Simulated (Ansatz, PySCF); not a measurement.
C₂H₇BeNSe, SMILES C[N]([Be][SeH])C. Atoms are numbered in the order given.

```xyz
12

Be    -0.0143     0.2373    -0.1190
N      0.0993     1.5880    -0.7662
C      0.3831     1.7800    -2.1763
C     -0.0579     2.8373    -0.0447
H     -0.4284     2.3376    -2.6835
H      1.3204     2.3496    -2.3304
H      0.4932     0.8112    -2.6901
H      0.8585     3.4572    -0.0967
H     -0.8892     3.4434    -0.4550
H     -0.2749     2.6515     1.0197
Se    -0.1993    -1.5888     0.7509
H      1.2327    -1.6457     1.0698
```
Charge 0, spin multiplicity 1.

Coordinates come from a ωB97X-D3(BJ)/def2-SVP optimisation. The structure was generated by enumeration; whether it is a known compound was not checked. Other conformers were not sampled.

Two levels are set side by side: PBE-D3(BJ)/def2-SVP (Ansatz, a program for electronic structure) and ωB97X-D3(BJ)/def2-SVP (PySCF). Each level has its own optimised geometry; the coordinates shown are those of the second. Frequencies come from the Hessian of PySCF at each geometry. Differences are taken from unrounded values.

```json
[
 {"quantity": "mean bond length (Å)", "ωB97X-D3(BJ)": "1.322"},
 {"quantity": "bond Be1–N2 (Å)", "ωB97X-D3(BJ)": "1.502"},
 {"quantity": "bond Be1–Se11 (Å)", "ωB97X-D3(BJ)": "2.031"},
 {"quantity": "bond N2–C3 (Å)", "ωB97X-D3(BJ)": "1.451"},
 {"quantity": "bond N2–C4 (Å)", "ωB97X-D3(BJ)": "1.451"},
 {"quantity": "bond C3–H5 (Å)", "ωB97X-D3(BJ)": "1.108"},
 {"quantity": "bond C3–H6 (Å)", "ωB97X-D3(BJ)": "1.108"},
 {"quantity": "bond C3–H7 (Å)", "ωB97X-D3(BJ)": "1.102"},
 {"quantity": "bond C4–H8 (Å)", "ωB97X-D3(BJ)": "1.108"},
 {"quantity": "bond C4–H9 (Å)", "ωB97X-D3(BJ)": "1.108"},
 {"quantity": "bond C4–H10 (Å)", "ωB97X-D3(BJ)": "1.102"},
 {"quantity": "bond Se11–H12 (Å)", "ωB97X-D3(BJ)": "1.468"},
 {"quantity": "highest harmonic wavenumber (cm⁻¹)", "ωB97X-D3(BJ)": "3137"},
 {"quantity": "mean harmonic wavenumber (cm⁻¹)", "ωB97X-D3(BJ)": "1364"},
 {"quantity": "zero-point energy (kcal/mol)", "ωB97X-D3(BJ)": "58.49"}
]
```

Q: What does PBE-D3(BJ) give, and how far is it from ωB97X-D3(BJ)? (The exact figures need the calculation; the answer reports its results.)

A: 
```tsv
quantity	PBE-D3(BJ)	PBE-D3(BJ) minus ωB97X-D3(BJ)
mean bond length (Å)	1.330	0.008
bond Be1–N2 (Å)	1.510	0.008
bond Be1–Se11 (Å)	2.039	0.008
bond N2–C3 (Å)	1.452	0.001
bond N2–C4 (Å)	1.452	0.001
bond C3–H5 (Å)	1.117	0.009
bond C3–H6 (Å)	1.117	0.009
bond C3–H7 (Å)	1.109	0.007
bond C4–H8 (Å)	1.117	0.009
bond C4–H9 (Å)	1.117	0.009
bond C4–H10 (Å)	1.109	0.007
bond Se11–H12 (Å)	1.487	0.019
highest harmonic wavenumber (cm⁻¹)	3039	-98
mean harmonic wavenumber (cm⁻¹)	1310	-54
zero-point energy (kcal/mol)	56.17	-2.32
```

GGA bonds tend to be longer and softer than those of functionals with exact exchange. Differences between two approximate levels are no errors against the true value.
